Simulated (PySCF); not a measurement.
A geometry optimisation, step by step.

C4H3F3O2S.
SMILES with atom numbers: `[CH2:1]=[C:2]=[CH:3][S:4](=[O:5])(=[O:6])[C:7]([F:8])([F:9])[F:10]` (hydrogens: H11, H12 on C1; H13 on C3)

Method: PBE0-D3(BJ)/def2-SVP geometry optimisation, gas phase (PySCF 2.14.0); density fitting, grid level 2; the optimiser is geomeTRIC in internal coordinates, started from a GFN2-xTB structure. The frame can shift and turn from step to step; on so coarse a grid that alone can change the energy by a few meV, and forces under 0.02 eV/Å are noise.

Step 0: E = -27236.3102 eV, largest atomic force 1.854 eV/Å
```
atom  x, y, z in Å  |  force x, y, z in eV/Å
C1      2.560   -0.293   -0.395    0.348  -0.113  -0.122
C2      1.545   -0.052    0.364    0.152   0.014  -0.140
C3      0.486    0.226    1.050   -1.032   0.452  -0.178
S4     -0.891    0.992    0.208   -0.086  -1.458  -0.233
O5     -0.469    1.696   -0.958    0.815   0.570  -1.537
O6     -1.764    1.620    1.145   -0.977   0.448   1.511
C7     -1.798   -0.559   -0.415    0.109  -0.581   0.010
F8     -2.106   -1.340    0.622    0.066   0.374  -0.160
F9     -0.986   -1.251   -1.216   -0.175   0.331   0.151
F10    -2.905   -0.266   -1.076    0.438   0.234   0.276
H11     3.362    0.417   -0.506    0.429   0.513  -0.050
H12     2.652   -1.222   -0.932   -0.020  -0.597  -0.289
H13     0.309    0.030    2.090   -0.067  -0.188   0.762
```

Step 1: E = -27236.4291 eV, largest atomic force 0.348 eV/Å
```
atom  x, y, z in Å  |  force x, y, z in eV/Å
C1      2.630   -0.302   -0.388    0.107  -0.009  -0.024
C2      1.579   -0.062    0.340   -0.062   0.039  -0.008
C3      0.496    0.204    1.024   -0.105  -0.087   0.050
S4     -0.885    0.938    0.184    0.147   0.251   0.014
O5     -0.435    1.625   -1.017   -0.062  -0.172   0.101
O6     -1.745    1.566    1.176    0.119  -0.101  -0.071
C7     -1.852   -0.546   -0.403    0.034   0.293   0.109
F8     -2.213   -1.285    0.631    0.013  -0.053  -0.002
F9     -1.167   -1.290   -1.252    0.045   0.070   0.020
F10    -2.915   -0.045   -0.994   -0.232  -0.204  -0.161
H11     3.421    0.447   -0.495   -0.019   0.014  -0.012
H12     2.745   -1.255   -0.913    0.000  -0.025   0.017
H13     0.340    0.008    2.090    0.014  -0.017  -0.034
```

Step 2: E = -27236.4466 eV, largest atomic force 0.155 eV/Å
```
atom  x, y, z in Å  |  force x, y, z in eV/Å
C1      2.630   -0.311   -0.386    0.018   0.003   0.018
C2      1.572   -0.069    0.332   -0.021   0.033  -0.049
C3      0.486    0.198    1.013   -0.023  -0.044   0.031
S4     -0.888    0.957    0.187   -0.070   0.014  -0.055
O5     -0.446    1.633   -1.021    0.001  -0.047   0.077
O6     -1.735    1.580    1.189    0.095   0.013  -0.026
C7     -1.853   -0.529   -0.399   -0.105   0.063  -0.042
F8     -2.185   -1.286    0.633   -0.018   0.015   0.083
F9     -1.143   -1.251   -1.245    0.135  -0.004  -0.078
F10    -2.941   -0.089   -1.000   -0.007  -0.038   0.035
H11     3.418    0.442   -0.492    0.001   0.000   0.001
H12     2.751   -1.268   -0.905   -0.007  -0.001   0.005
H13     0.332   -0.005    2.077    0.003  -0.006   0.000
```

Step 3: E = -27236.4500 eV, largest atomic force 0.095 eV/Å
```
atom  x, y, z in Å  |  force x, y, z in eV/Å
C1      2.621   -0.308   -0.389   -0.006  -0.002   0.018
C2      1.560   -0.073    0.327    0.037   0.009   0.011
C3      0.475    0.184    1.013    0.020  -0.024  -0.035
S4     -0.886    0.961    0.183   -0.012   0.007   0.043
O5     -0.430    1.625   -1.023   -0.012   0.001  -0.009
O6     -1.717    1.601    1.188   -0.009   0.035  -0.020
C7     -1.853   -0.525   -0.397   -0.074   0.052  -0.029
F8     -2.176   -1.274    0.645    0.006  -0.015  -0.015
F9     -1.120   -1.238   -1.235   -0.021  -0.020   0.000
F10    -2.948   -0.111   -1.003    0.076  -0.035   0.038
H11     3.408    0.446   -0.487   -0.003  -0.001   0.003
H12     2.744   -1.261   -0.913   -0.003   0.002  -0.002
H13     0.320   -0.024    2.076    0.001  -0.009  -0.003
```

Step 4: E = -27236.4508 eV, largest atomic force 0.057 eV/Å
```
atom  x, y, z in Å  |  force x, y, z in eV/Å
C1      2.640   -0.308   -0.380    0.000  -0.001   0.003
C2      1.568   -0.076    0.321   -0.035   0.039  -0.021
C3      0.476    0.178    0.996    0.006  -0.022   0.033
S4     -0.890    0.961    0.178    0.041   0.005  -0.003
O5     -0.442    1.622   -1.034    0.000   0.004  -0.028
O6     -1.708    1.610    1.187   -0.005   0.004  -0.006
C7     -1.868   -0.522   -0.393   -0.034  -0.002  -0.011
F8     -2.182   -1.271    0.652    0.007  -0.014  -0.005
F9     -1.144   -1.237   -1.239   -0.022   0.001   0.015
F10    -2.968   -0.109   -0.988    0.041   0.004   0.017
H11     3.427    0.448   -0.465    0.002  -0.003   0.000
H12     2.770   -1.258   -0.908    0.003  -0.001   0.001
H13     0.319   -0.035    2.057   -0.005  -0.015   0.006
```

Step 5: E = -27236.4518 eV, largest atomic force 0.050 eV/Å
```
atom  x, y, z in Å  |  force x, y, z in eV/Å
C1      2.648   -0.301   -0.377    0.004   0.000  -0.004
C2      1.571   -0.080    0.320   -0.014   0.018  -0.002
C3      0.475    0.164    0.993   -0.014   0.012   0.011
S4     -0.883    0.957    0.171    0.006  -0.012  -0.008
O5     -0.430    1.604   -1.047    0.017  -0.007  -0.022
O6     -1.692    1.625    1.174   -0.002  -0.001   0.011
C7     -1.880   -0.519   -0.388    0.021  -0.045   0.005
F8     -2.197   -1.260    0.661    0.003   0.003   0.018
F9     -1.169   -1.248   -1.232    0.008   0.013   0.004
F10    -2.976   -0.098   -0.981   -0.025   0.040  -0.005
H11     3.432    0.459   -0.449    0.003  -0.003  -0.003
H12     2.784   -1.245   -0.914    0.003  -0.002   0.001
H13     0.315   -0.056    2.053   -0.010  -0.016  -0.005
```

Step 6: E = -27236.4529 eV, largest atomic force 0.121 eV/Å
```
atom  x, y, z in Å  |  force x, y, z in eV/Å
C1      2.666   -0.290   -0.368   -0.003  -0.001  -0.010
C2      1.577   -0.088    0.315    0.019  -0.005   0.018
C3      0.473    0.135    0.981   -0.019   0.047  -0.007
S4     -0.869    0.950    0.154   -0.022  -0.033  -0.020
O5     -0.408    1.566   -1.076    0.025  -0.010  -0.002
O6     -1.658    1.652    1.150    0.001   0.005   0.022
C7     -1.906   -0.510   -0.376    0.104  -0.051   0.037
F8     -2.226   -1.234    0.685   -0.010   0.015   0.001
F9     -1.221   -1.263   -1.220   -0.003   0.017  -0.001
F10    -2.997   -0.069   -0.960   -0.083   0.036  -0.024
H11     3.447    0.476   -0.414    0.000  -0.001  -0.002
H12     2.816   -1.222   -0.922    0.001  -0.003   0.001
H13     0.302   -0.102    2.035   -0.011  -0.017  -0.011
```

Step 7: E = -27236.4535 eV, largest atomic force 0.105 eV/Å
```
atom  x, y, z in Å  |  force x, y, z in eV/Å
C1      2.687   -0.281   -0.358   -0.005   0.003  -0.010
C2      1.586   -0.096    0.312    0.028  -0.021   0.025
C3      0.472    0.110    0.967   -0.015   0.035  -0.013
S4     -0.856    0.942    0.136    0.000  -0.009  -0.013
O5     -0.386    1.528   -1.106    0.003  -0.012   0.011
O6     -1.620    1.678    1.127   -0.011   0.001   0.008
C7     -1.932   -0.499   -0.365    0.086  -0.050   0.034
F8     -2.253   -1.207    0.707    0.001   0.015  -0.002
F9     -1.278   -1.274   -1.213   -0.008   0.020  -0.002
F10    -3.023   -0.036   -0.934   -0.074   0.031  -0.028
H11     3.465    0.488   -0.377    0.000   0.000  -0.003
H12     2.849   -1.202   -0.926    0.000  -0.002   0.002
H13     0.287   -0.148    2.014   -0.005  -0.012  -0.009
```

Step 8: E = -27236.4538 eV, largest atomic force 0.040 eV/Å
```
atom  x, y, z in Å  |  force x, y, z in eV/Å
C1      2.696   -0.281   -0.352   -0.002   0.000  -0.007
C2      1.591   -0.100    0.312    0.014  -0.010   0.013
C3      0.472    0.102    0.960   -0.005   0.013  -0.003
S4     -0.851    0.940    0.129   -0.004   0.002  -0.017
O5     -0.380    1.516   -1.117    0.003  -0.005   0.018
O6     -1.608    1.686    1.118    0.000   0.003   0.000
C7     -1.942   -0.493   -0.361    0.036  -0.010   0.013
F8     -2.258   -1.197    0.715    0.001   0.001  -0.008
F9     -1.303   -1.273   -1.216   -0.012   0.007  -0.001
F10    -3.035   -0.020   -0.919   -0.027   0.002  -0.007
H11     3.475    0.488   -0.363   -0.002   0.001   0.002
H12     2.861   -1.199   -0.925   -0.002  -0.002  -0.001
H13     0.279   -0.165    2.003   -0.001  -0.003  -0.002
```

Step 9: E = -27236.4539 eV, largest atomic force 0.021 eV/Å
```
atom  x, y, z in Å  |  force x, y, z in eV/Å
C1      2.698   -0.284   -0.350    0.001   0.002  -0.002
C2      1.593   -0.103    0.314   -0.003  -0.006   0.003
C3      0.472    0.100    0.958    0.002  -0.008   0.003
S4     -0.849    0.940    0.126    0.007   0.012  -0.001
O5     -0.374    1.513   -1.121   -0.002  -0.002   0.007
O6     -1.602    1.690    1.115   -0.002   0.000  -0.008
C7     -1.945   -0.489   -0.361   -0.017   0.006  -0.010
F8     -2.255   -1.195    0.716    0.005  -0.004   0.000
F9     -1.315   -1.268   -1.222   -0.002   0.003  -0.003
F10    -3.043   -0.012   -0.909    0.011  -0.006   0.009
H11     3.478    0.484   -0.356    0.001  -0.001   0.000
H12     2.864   -1.201   -0.924   -0.001   0.001   0.000
H13     0.274   -0.173    1.998    0.002   0.002   0.002
```

Task: Summarise the path.

Result: The energy falls by 0.1438 eV from step 0 to step 9; nine tenths of that is first reached at step 2. It falls at every step. The largest force goes from 1.854 to 0.021 eV/Å. Among the bonds S4–C7 changes most, from 1.902 to 1.865 Å; the atoms move by 0.204 Å rms after alignment.

Task: Follow the three bonds and two angles with the largest change from start to end.

Result: 
| step | E above end (eV) | largest force (eV/Å) | S4–C7 (Å) | S4=O6 (Å) | S4=O5 (Å) | S4–C7–F10 (°) | O5–S4–O6 (°) |
| --- | --- | --- | --- | --- | --- | --- | --- |
| 0 | 0.1438 | 1.854 | 1.902 | 1.426 | 1.426 | 112.5 | 120.0 |
| 1 | 0.0248 | 0.348 | 1.867 | 1.455 | 1.454 | 104.9 | 122.8 |
| 2 | 0.0074 | 0.155 | 1.867 | 1.453 | 1.453 | 107.7 | 123.5 |
| 3 | 0.0040 | 0.095 | 1.865 | 1.452 | 1.451 | 108.8 | 123.6 |
| 4 | 0.0032 | 0.057 | 1.866 | 1.452 | 1.451 | 109.1 | 123.4 |
| 5 | 0.0022 | 0.050 | 1.867 | 1.452 | 1.451 | 109.1 | 123.3 |
| 6 | 0.0010 | 0.121 | 1.867 | 1.452 | 1.451 | 108.9 | 123.3 |
| 7 | 0.0004 | 0.105 | 1.866 | 1.452 | 1.451 | 108.9 | 123.3 |
| 8 | 0.0001 | 0.040 | 1.866 | 1.452 | 1.451 | 108.7 | 123.4 |
| 9 | 0.0000 | 0.021 | 1.865 | 1.452 | 1.451 | 108.7 | 123.4 |

The cost below is that of the whole optimisation. Hardware: Arm Neoverse V1, one thread (shared host). Cost: 2.2 min of wall time, 0.80 GiB resident at most.
